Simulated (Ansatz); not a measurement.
Computed with Ansatz on PBE0-D4/def2-TZVP structures; ΔE is electronic, products minus reactants. CCSD(T)/CBS is the MP2 limit (def2-TZVPP, def2-QZVPP) plus CCSD(T) − MP2 in def2-TZVPP, frozen cores. Functionals use def2-TZVPP. For Ga outer-core shells are correlated without core-valence functions, which leaves a few kJ/mol of doubt a bond. Scalar relativity is left out up to krypton. Each species was taken in one conformer, which may not be the lowest.

Reaction (ligand exchange at the Si–C bond): `[SiH3]/C=[CH]\[GaH2]` + `OCS` → `[SiH3]OCS` + `C=[CH][GaH2]`

`[SiH3]/C=[CH]\[GaH2]`:

Z-matrix (Å, degrees):
```
Si
C 1 1.846
H 1 1.522 2 103.1
H 1 1.486 2 115.7 3 -115.7
H 1 1.486 2 115.7 3 115.6
C 2 1.340 1 115.8 3 -0.2
H 2 1.090 1 122.7 3 179.8
Ga 6 1.983 2 119.1 1 -0.1
H 6 1.092 2 118.4 1 180.0
H 8 1.570 6 119.4 2 94.8
H 8 1.570 6 119.4 2 -94.3
```

`OCS`:

```xyz
7

O     0.083   -1.183   -0.373
C    -0.083    0.210   -0.290
S     1.050    0.909    0.912
H    -0.566   -1.525   -0.995
H     0.172    0.713   -1.231
H    -1.108    0.481   -0.020
H     0.452    0.395    1.998
```

`[SiH3]OCS`:

Z-matrix (Å, degrees):
```
Si
O 1 1.649
H 1 1.479 2 106.2
H 1 1.489 2 110.5 3 -120.0
H 1 1.489 2 110.7 3 120.2
C 2 1.400 1 122.5 3 178.9
S 6 1.798 2 112.1 1 179.7
H 6 1.096 2 111.3 1 62.9
H 6 1.095 2 111.0 1 -57.8
H 7 1.343 6 96.4 2 71.5
```

`C=[CH][GaH2]`:

```xyz
8

C    -0.940   -0.911   -0.470
C     0.314   -0.600   -0.138
Ga    0.751    1.181    0.523
H    -1.750   -0.190   -0.384
H    -1.223   -1.894   -0.842
H     1.073   -1.373   -0.249
H    -0.438    2.204    0.638
H     2.213    1.584    0.923
```

```csv
level,ΔE (kcal/mol),difference from CCSD(T)/CBS
LDA (SPW92),-16.3,5.2
revPBE-D4,-18.4,3.1
B97M-V,-21.7,-0.2
r2SCANh-D4,-20.9,0.6
BHLYP-D4,-24.1,-2.6
ωB97X-V,-22.1,-0.6
B2PLYP,-23.8,-2.3
PBE-QIDH,-20.9,0.6
r2SCAN,-20.9,0.6
PBE0,-19.9,1.6
r2SCANh,-21.1,0.4
r2SCAN0,-21.4,0.1
HF/def2-TZVPP,-29.1,-7.6
CCSD/def2-TZVPP,-22.6,-1.1
CCSD(T)/def2-TZVPP,-21.6,-0.1
MP2/CBS(def2),-22.0,-0.5
CCSD(T)/CBS,-21.5,0
```

(1) What do rigid-rotor, harmonic-oscillator terms from PBE0-D4/def2-TZVP frequencies (298.15 K, 1 bar) make of the CCSD(T)/CBS value? (Best estimate.)

Largest T1 diagnostic among the species: 0.013.

Answers

(1) Ansatz gave: ΔZPE = +0.1 kcal/mol, ΔH = -21.2 kcal/mol, ΔS = 23 J/(mol·K), ΔG = -22.8 kcal/mol. Modes under 50 cm⁻¹ make the entropy rough.

In def2-TZVPP, CCSD(T) changes the Hartree–Fock value by +7.5 kcal/mol (the triples alone add +1.0 kcal/mol) and MP2 by +6.9 kcal/mol. Leaving LDA and LC-ωPBE aside and taking each functional with its dispersion term where it has one, the values, not all of them listed here, spread over 5.9 kcal/mol, from BHLYP-D4 to PBE-D4. LDA lies +2.7 kcal/mol from PBE without D4. At CCSD(T), def2-SVP lies −0.7 kcal/mol from the extrapolated value and def2-TZVPP −0.1 kcal/mol.
